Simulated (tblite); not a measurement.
Compound: C₄H₁₅P₃Si.
Cartesian coordinates in Å at the GFN2-xTB level; atoms count from 1:
```
atom  x, y, z in Å
C1    -1.8464    0.6610    1.2986
C2    -1.7280    0.0370   -0.0912
C3    -2.9542    0.4018   -0.9304
C4    -1.6089   -1.4808    0.0185
P5    -0.2258    0.8082   -0.9517
P6     1.3621    0.0998    0.3425
P7     2.9785    0.5120   -1.0422
Si8    4.6668    0.1268    0.3884
H9    -2.7511    0.3139    1.7957
H10   -0.9885    0.3857    1.9126
H11   -1.8876    1.7479    1.2288
H12   -3.0601    1.4824   -1.0063
H13   -2.8668   -0.0035   -1.9373
H14   -3.8563   -0.0025   -0.4737
H15   -1.5750   -1.9399   -0.9686
H16   -2.4693   -1.8825    0.5528
H17   -0.7076   -1.7606    0.5637
H18   -0.0447   -0.2457   -1.8630
H19    1.5077    1.3256    1.0006
H20    2.9630   -0.7740   -1.5702
H21    4.7905    1.3245    1.2229
H22    4.4429   -1.0466    1.2367
H23    5.8542   -0.0634   -0.4443
```

Computed values, GFN2-xTB/tblite, gas phase, harmonic and unscaled. Errors from tens to a few hundred cm⁻¹ against measured bands are possible. Modes of hydrogen on phosphorus and silicon can be 10 to 20 % off. One conformer, not necessarily the lowest.

Harmonic wavenumbers (cm⁻¹): 28.8, 36.8, 53.5, 75.6, 81.4, 127.5, 151.7, 198.4, 239.5, 242.2, 262.3, 279.0, 357.3, 385.4, 394.7, 453.4, 472.8, 487.8, 506.2, 539.4, 596.9, 631.9, 640.3, 700.3, 743.5, 749.2, 775.3, 813.9, 855.8, 868.4, 876.4, 959.4, 960.9, 963.7, 1025.5, 1029.8, 1191.4, 1224.4, 1234.7, 1400.6, 1402.7, 1423.1, 1481.9, 1482.7, 1486.1, 1497.5, 1498.4, 1502.6, 2196.8, 2232.6, 2236.2, 2240.9, 2263.7, 2282.3, 2995.6, 3000.6, 3003.4, 3007.6, 3009.7, 3012.8, 3014.7, 3018.4, 3025.7.

A = 2629, B = 411.8, C = 392.8 MHz; mass 184.016 u (most abundant isotopes); point group C1, symmetry number 1.

What is the zero-point energy?

½Σν̃ = 37966 cm⁻¹ = 108.55 kcal/mol.

Entropy at 500 K, 1 bar (ideal gas, RRHO, classical rotation)?

Translation 44.13, rotation 32.54, vibration 77.18: S = 153.9 cal/(mol K).

And Cp and H(500 K) − H(0)?

Cp = 73.66 cal/(mol K), of which vibrations give 65.71 (their classical limit is 63 R = 125.2); H(500 K) − H(0) = 22.47 kcal/mol without the zero-point energy, 18.50 from vibrations.

Which modes carry the vibrational entropy at 500 K?

28.8 cm⁻¹: 6.94; 36.8 cm⁻¹: 6.45; 53.5 cm⁻¹: 5.71; 75.6 cm⁻¹: 5.02; 81.4 cm⁻¹: 4.88; 127.5 cm⁻¹: 3.99 cal/(mol K); the other 57 give 44.20 together.

How do the functions run with temperature in this model?

| T (K) | S (cal/(mol K)) | Cp (cal/(mol K)) | H − H(0) (kcal/mol) | G − H(0) (kcal/mol) | ln q(vib) |
| --- | --- | --- | --- | --- | --- |
| 150 | 92.4 | 32.8 | 3.17 | -10.69 | 6.10 |
| 250 | 112.5 | 46.8 | 7.16 | -20.96 | 10.38 |
| 298.15 | 121.2 | 53.0 | 9.56 | -26.59 | 12.36 |
| 400 | 138.5 | 64.4 | 15.55 | -39.83 | 16.42 |
| 600 | 168.0 | 81.4 | 30.23 | -70.56 | 23.86 |
| 900 | 204.4 | 98.2 | 57.37 | -126.62 | 33.86 |

q(vib) and H(0) count from the zero-point level.

Hindered rotation and anharmonicity are outside this model. Other conformers, if any are populated, would add a mixing term that is left out. The structure is chiral; the term R ln 2 for an equal mix with its mirror image is left out.
